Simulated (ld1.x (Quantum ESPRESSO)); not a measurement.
## What one change does to a pseudopotential (Cl, PAW)

chlorine (Cl), PAW, made with ld1.x (Quantum ESPRESSO) 7.5 (PBEsol, non-relativistic). Core [Ne], reference 3s2 3p5. Waves: 3s (bound): rcut 1.15, rcutus 1.50 bohr; 3s channel at -0.5 Ry: rcut 1.15, rcutus 1.50 bohr; 3p (bound): rcut 1.00, rcutus 1.35 bohr; 3p channel at 1.55 Ry: rcut 1.00, rcutus 1.35 bohr. Local part: all-electron potential smoothed inside 1.25 bohr (lloc = -1). Core correction: Bessel-smoothed model core inside 0.65 bohr. Augmentation charge: PSQ, radius 0.85 bohr.

Change: waves 3p (bound): rcut 1.00, rcutus 1.78 bohr; 3p channel at 1.55 Ry: rcut 1.00, rcutus 1.78 bohr.

Cutoffs: the cutoffs (Ry, on a coarse ladder) from which the occupation-weighted sum of valence levels, in a spherical-Bessel basis at the reference potential, stays within 10 and 1 mRy of its value at 400 Ry; they do not see the model core or the augmentation charge, which bear on the density cutoff. Errors are all-electron minus pseudo energies relative to the spin-unpolarised reference configuration.

Task: What does the change do?

Result: The potential gets softer (21 Ry and 45 Ry → 21 Ry and 30 Ry); of the 7 tests that both files solve, the error grows in 0 and shrinks in 1 by more than 15 % and 0.3 meV (median size 0.6 → 0.5 meV); neither file shows a bound ghost. A larger radius leaves more room for a smooth pseudo-wave, so fewer plane waves are needed.

```csv
quantity,base,changed
"cutoff, loose",21 Ry,21 Ry
"cutoff, tight",45 Ry,30 Ry
bound ghosts,none,none
"error for 3s2 3p4, meV [ΔE 13.85 eV]",-0.6,-0.5
"error for 3s2 3p3, meV [ΔE 39.26 eV]",-5.1,-4.7
"error for 3s2 3p2, meV [ΔE 77.52 eV]",-22,-20
"error for 3s1 3p6, meV [ΔE 11.93 eV]",-0.1,0.0
"error for 3s1 3p5, meV [ΔE 26.33 eV]",-0.9,-0.6
"error for 3s2 3p4.5, meV [ΔE 5.57 eV]",-0.1,-0.1
"error for 3s2 3p5.3, meV [ΔE -2.13 eV]",0.0,0.0
lowest overlap eigenvalue by channel,"s 0.39, p 0.74","s 0.39, p 0.76"
```
